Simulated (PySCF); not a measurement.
## Computed structure and properties of [Lu(H2O)]3+

System: [Lu(H2O)]3+ (singlet in the valence; each metal's 4f electrons, 14 of them, lie in its core potential, out of spins and levels); start: template (C2v). Method: PySCF 2.14.0, RKS r2SCAN, Lu lcecp-1-SVP with ECP60, O def2-SVP, H def2-SVP; non-relativistic Hamiltonian with scalar-relativistic core potentials where named; density fitting; no spin-orbit coupling.

Input of the relaxation:

```python
mol = gto.M(atom='''
Lu     0.00000     0.00000    -0.22879
O      0.00000     0.00000     2.15621
H      0.77000    -0.00000     2.74621
H     -0.77000     0.00000     2.74621''',
    basis={'Lu': 'lcecp-1-SVP', 'O': 'def2-SVP', 'H': 'def2-SVP'},
    ecp={'Lu': 'lcecp-1-SVP'},
    charge=3, spin=0)
mf = dft.RKS(mol, xc='R2SCAN')
mf.grids.atom_grid = (50, 194)  # f atoms: unpruned, at least (60, 302)
mf = mf.density_fit()  # fitting sets: Lu AutoAux, O def2-universal-JKFIT, H def2-universal-JKFIT
mf.conv_tol = 1e-08; mf.max_cycle = 55
mf.kernel(dm0)  # dm0: converged density of the start geometry
# quasi-Newton relaxation in Cartesian coordinates to a largest gradient under 0.00045 Eh/bohr, steps kept in the point group
```

Run from Python with OMP_NUM_THREADS=2; the lines above give its settings. Where DIIS fails, smearing, a level shift and second-order steps follow.
It took 7.6 s on 2 threads of Arm Neoverse V2, on a shared host, from the converged density of the start.

Course of the relaxation:

```tsv
step	energy above end (eV)	largest force component within the symmetry (eV/Å)
0	0.3764	3.574
1	0.1651	1.679
2	0.0208	1.366
3	0.0041	0.249
4	0.0004	0.081
5	0.0000	0.003
```

Relaxed geometry (C2v):

```xyz
4

Lu    0.0000    0.0000   -0.0517
O     0.0000    0.0000    2.0677
H     0.7827    0.0000    2.7019
H    -0.7827    0.0000    2.7019
```

```json
{"contact": "Lu1–O2 (H2O)", "Å": "2.119"}
```

On the finer grid (75, 302):

* HOMO: -27.21 eV
* LUMO: -21.06 eV
* Dipole about the centre of mass: 3.61 D
* Set of Mulliken populations of Lu1 outside the core potential: s 2.07, p 6.06, d 0.33, f 0.02
* D3(BJ) dispersion energy (not in the energies): -0.015 eV

```tsv
atom	Mulliken (e)	Löwdin (e)	spin (e)
Lu1	2.52	2.40	0.00
O2	-0.30	0.08	0.00
H3	0.39	0.26	0.00
H4	0.39	0.26	0.00
```

The 4f levels lie in the core potential and are missing.

No frequency check is given for this geometry.

Taking off one H2O (charge 0, singlet; the rest: singlet) in vacuum, both parts rigid, costs 5.54 eV; the small basis without counterpoise inflates it. Parting with an electron moved from the ligand to the metal can be far cheaper, even downhill.

Rigid scan of H2O along the line from its metal:

(distance to O2 (Å), energy (eV)): (1.82, 1.050), (1.92, 0.394), (2.02, 0.084), (2.12, 0.000), (2.22, 0.063), (2.32, 0.218), (2.52, 0.664)

One start shape was tried, so this needn't be the lowest isomer.

An lcecp potential fixes the number of 4f electrons, so in runs with it no electron can move into or out of that shell.
